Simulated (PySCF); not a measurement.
Two structures of SiH$_{4}$SeF$_{2}$, singlet, reached by relaxing down either side of one saddle point (PBE0-D4/def2-TZVP). Energies are electronic, without zero-point energy. Computed with PySCF 2.14 with density fitting (its default auxiliary sets; JK sets also for MP2 and CCSD(T)) (basis: def2-TZVPP and def2-QZVPP); correlated methods freeze the cores. Filled d shells of the heavier atoms are correlated. The def2 sets are not built for correlating such inner shells, so the correlated values are less sure here. Extrapolation: Hartree–Fock as exp(−7.88 √X), correlation as X^−2.97. First:

```tsv
atom	x (Å)	y (Å)	z (Å)
Si1	-0.7482	-0.8799	-0.6136
H2	-0.9618	-0.7958	0.8414
F3	-0.8416	0.5772	-1.2428
F4	-1.9527	-1.7158	-1.2297
H5	0.5074	-1.5191	-1.0426
H6	1.3853	1.1505	2.1912
Se7	1.9614	1.0434	0.8464
H8	1.0678	2.0917	0.3428
```

Second:

```xyz
8
angstrom
Si 0.0684 -0.5437 -1.1880
H -1.0915 0.1287 2.8655
F -0.3344 0.1755 -2.5420
F -1.2685 -0.6259 -0.3411
H 0.5500 -1.9042 -1.4761
H -0.3603 0.2263 2.7527
Se 1.6664 0.6053 -0.1021
H 0.8195 1.8055 -0.0459
```

(1) Which bonds change from the first to the second?

(2) Give the saddle point's structure and its height above each. (An estimate is asked for; the value comes from the calculation.)

T1 diagnostic: at most 0.012. The end structure is not quite a true minimum (one mode of 89i cm⁻¹).

Results:

(1) SiH₂F₂ ([F][SiH2][F]) + H₂Se → SiH₂SeF₂ ([F][SiH]([F])[SeH]) + H₂; bonds formed: Si1–Se7, H2–H6; bonds broken: Si1–H2, H6–Se7.

(2) Computed: 45.85 kcal/mol above the first and 54.13 kcal/mol above the second (CCSD(T) at an estimated basis limit (MP2 extrapolated from triple and quadruple zeta, plus CCSD(T) − MP2 in triple zeta)).
Si1  (-0.347, -0.546, -0.373)
H2  (-0.616, -0.196, 1.260)
F3  (-0.818, 0.514, -1.453)
F4  (-1.739, -1.331, -0.199)
H5  (0.565, -1.672, -0.608)
H6  (0.225, 0.224, 1.114)
Se7  (1.722, 0.861, 0.151)
H8  (1.009, 2.146, 0.109)
(Å)

Labels in which every atom is bracketed show which atoms are joined, not bond orders.

For scale, one of the runs: CCSD(T)/def2-TZVPP, 208 basis functions, launched by `OMP_NUM_THREADS=4 python run.py`. Hardware: 4 CPU threads of an Intel Xeon, shared host. Wall time 20 min; peak host memory 3.8 GiB.
